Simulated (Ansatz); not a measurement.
Cd(OH)(OMe) (CH4CdO2), SMILES C[O][Cd][OH].

Geometry optimised at r2SCAN-D4/def2-SVP. The structure was generated by enumeration; whether it is a known compound was not checked. The def2 effective core potentials stand for the cores of Cd; spin–orbit coupling is left out. Other conformers were not sampled.

Two levels are set side by side: PBE/def2-SVPD (Ansatz, an electronic-structure program) and CAM-B3LYP/def2-SVPD (Ansatz). Energy differences of separate SCF runs at the same geometry; the states with an electron removed or added have multiplicity 2 and 2. Differences are taken from unrounded values.

```
quantity                           CAM-B3LYP   PBE  PBE minus CAM-B3LYP
---------------------------------  ---------  ----  -------------------
vertical ionisation energy (eV)         9.67  9.15                -0.52
vertical singlet–triplet gap (eV)       4.32  3.71                -0.61
```
